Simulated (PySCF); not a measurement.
Compound: C₄H₆Se.
SMILES: `[Se]=CC1CC1`

All values: PBE0/def2-SVPD (PySCF, non-relativistic), on one gas-phase PBE0-D3(BJ)/def2-SVP geometry that isn't relaxed in the solvent. The solvent is an IEF-PCM continuum (van der Waals radii × 1.2), and excitations are vertical TDDFT with non-equilibrium linear response and a frozen core. Specific hydrogen bonds and non-electrostatic terms are outside this model. Spin–orbit coupling is left out although an atom past zinc is present.

Gas-phase singlets (H = HOMO, L = LUMO):

| state | E (eV) | λ (nm) | f | leading configurations |
| --- | --- | --- | --- | --- |
| S1 | 2.186 | 567 | 0.000 | H→L 100% |
| S2 | 4.856 | 255 | 0.392 | H-1→L 93% |
| S3 | 5.601 | 221 | 0.000 | H-2→L 97% |
| S4 | 5.631 | 220 | 0.035 | H→L+1 87%, H→L+5 9% |
| S5 | 5.930 | 209 | 0.063 | H→L+3 72%, H→L+2 27% |

Q: Give the list for chloroform (ε = 4.711), n² = 2.09.

A: 
```csv
state,E (eV),λ (nm),f,leading configurations,change by rank (eV)
S1,2.324,533,0.000,H→L 100%,+0.138
S2,4.635,267,0.527,H-1→L 96%,-0.221
S3,5.416,229,0.000,H-2→L 97%,-0.185
S4,5.803,214,0.020,H→L+1 92%,+0.172
S5,5.867,211,0.149,H→L+2 99%,-0.063
```

Q: Give the list for dimethylsulfoxide (ε = 46.83), n² = 2.19.

A: 
| state | E (eV) | λ (nm) | f | leading configurations | change by rank (eV) |
| --- | --- | --- | --- | --- | --- |
| S1 | 2.391 | 519 | 0.000 | H→L 100% | +0.205 |
| S2 | 4.608 | 269 | 0.540 | H-1→L 96% | -0.248 |
| S3 | 5.340 | 232 | 0.000 | H-2→L 98% | -0.261 |
| S4 | 5.842 | 212 | 0.069 | H→L+1 51%, H→L+2 47% | +0.211 |
| S5 | 5.873 | 211 | 0.113 | H→L+2 52%, H→L+1 43% | -0.057 |

Q: The ground-state energy changes by -0.211 eV from gas to dimethylsulfoxide. By how much does the total energy of gas-phase S1 change?

A: E(S1) = E(S0) + excitation energy, so it changes by -0.211 + 0.205 = -0.006 eV: it is lowered less than the ground state, which is what a blue shift means. This is the vertical state, with the slow part of the continuum still set for S0.

Q: How do the frontier levels move from gas to dimethylsulfoxide?

A: 
```tsv
orbital	gas (eV)	solvent (eV)	change (eV)
LUMO+2	0.95	0.85	-0.10
LUMO+1	0.59	0.76	+0.17
LUMO	-2.25	-2.31	-0.06
HOMO	-6.06	-6.34	-0.28
HOMO-1	-7.42	-7.48	-0.06
HOMO-2	-9.22	-9.00	+0.22
HOMO-3	-10.09	-9.94	+0.15
```

The HOMO–LUMO gap goes from 3.82 to 4.03 eV. Rows go by rank; for LUMO+1 and LUMO+2 the atom shares or the degeneracy differ between the runs, so the row needn't follow one orbital.

Shape of the structure used: `[Se:1]=[CH:2][CH:3]1[CH2:4][CH2:5]1`: Se1–C2–C3–C4 146°.
